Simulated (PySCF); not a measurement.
**One elementary step**

Start structure (GaH₃SO, singlet), relaxed at PBE0-D4/def2-TZVP:

| atom | x (Å) | y (Å) | z (Å) |
| --- | --- | --- | --- |
| Ga1 | -0.3684 | 0.2940 | -0.3480 |
| O2 | 1.0363 | 0.7532 | 0.6544 |
| S3 | -0.7920 | -1.8512 | -0.2731 |
| H4 | 0.2343 | -2.0793 | 0.5653 |
| H5 | -1.1904 | 1.3209 | -1.1773 |
| H6 | 1.2394 | 1.6906 | 0.6387 |

The step: GaH₃SO ([OH][GaH][SH]) → GaHS ([S][GaH]) + H₂O (still joined by a long Ga–O bond); bonds formed: O2–H4; bonds broken: S3–H4; bonds weakened to dative contacts: Ga1–O2. PySCF 2.14 with density fitting (its default auxiliary sets; JK sets also for MP2 and CCSD(T)); basis: def2-TZVPP and def2-QZVPP; cores frozen in the correlated methods. Filled d shells of the heavier atoms are correlated. The def2 sets are not built for correlating such inner shells, so the correlated values are less sure here. Extrapolation: Hartree–Fock as exp(−7.88 √X), correlation as X^−2.97. Energies below are by CCSD(T) at an estimated basis limit (MP2 extrapolated from triple and quadruple zeta, plus CCSD(T) − MP2 in triple zeta).

Task: What are the electronic barrier and the energy of the step, from the start structure to the end structure? (An estimate is asked for; the value comes from the calculation.)

Result: The calculation gives: Barrier 124.5 kJ/mol; step energy 76.5 kJ/mol (uphill); reverse barrier, their difference, 48.1 kJ/mol. Barrier and step energy count from the start structure, the reverse barrier from the end structure.

The saddle point: One imaginary mode of 1262i cm⁻¹.
```
  pair  start (Å)  saddle (Å)  end (Å)
 O2–H4       2.95        1.27     0.98
Ga1–O2       1.79        1.95     2.19
 S3–H4       1.34        1.67     2.60
```

Zero-point energy (harmonic, PBE0-D4): ZPE is 78.5 kJ/mol at the start and 72.9 kJ/mol at the saddle, so the barrier goes from 124.5 to 118.9 kJ/mol.

First-order rate constant out of the start structure at 498 K by transition-state theory, with harmonic vibrational free energies alone and no tunnelling: ΔA‡ = 124.3 kJ/mol, so k = (kB T/h) exp(−ΔA‡/kB T) ≈ 10^0 s⁻¹ (an order of magnitude at best: rotation, the number of equivalent paths and anharmonicity are left out).

T1 diagnostic: at most 0.017.

Labels in which every atom is bracketed show which atoms are joined, not bond orders.

For scale, one of the runs: CCSD(T)/def2-TZVPP, 163 basis functions, launched by `OMP_NUM_THREADS=4 python run.py`. Hardware: 4 CPU threads of an Arm Neoverse V1, shared host. Wall time 3.4 min; peak host memory 1.5 GiB.
